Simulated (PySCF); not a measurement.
**Exercise with solution: entropy of an ideal gas**

CrO₃, SMILES [O]=[Cr](=[O])=[O], multiplicity 1.

Geometry: PBE0-D3(BJ)/def2-SVP. The spin state was assumed, not searched. The isomer is the one that the SMILES or the coordinates give; other isomers of the formula were not compared.

PBE0-D3(BJ)/def2-SVP run with PySCF 2.14.0 gives the harmonic wavenumbers 251, 402, 402, 1081, 1146, 1146 cm⁻¹ and the rotational temperatures 0.4187, 0.4187, 0.2241 K. The molar mass is 99.99 g/mol, the symmetry number 3, the spin multiplicity 1.

Problem. Work out the entropy at 298.15 K and 1 atm in the rigid-rotor, harmonic-oscillator model.

Solution. 
Translation (Sackur–Tetrode at 1 atm): S = R[1.5 ln M + 2.5 ln T − 1.16487] = 166.2 J/(mol K).
Rotation: q = (√π/σ) T^1.5/√(θA θB θC) = 15300, S = R[ln q + 3/2] = 92.6 J/(mol K).
Vibration: with u = 1.4388 ν/T, each mode gives R[u/(e^u − 1) − ln(1 − e^−u)]:
```tsv
ν (cm⁻¹)	modes	u	S (J/(mol K))
251	1	1.21	7.21
402	2	1.94	7.99
1081	1	5.22	0.28
1146	2	5.53	0.43
```
These are all the modes. Sum 15.9 J/(mol K).
Spin: R ln 1 = 0.0 J/(mol K).
Total 274.7 J/(mol K); the program's own thermochemistry gives 274.7. Translation makes up 60 % and vibration 6 %. Anharmonicity, hindered rotation and orbital degeneracy are left out.
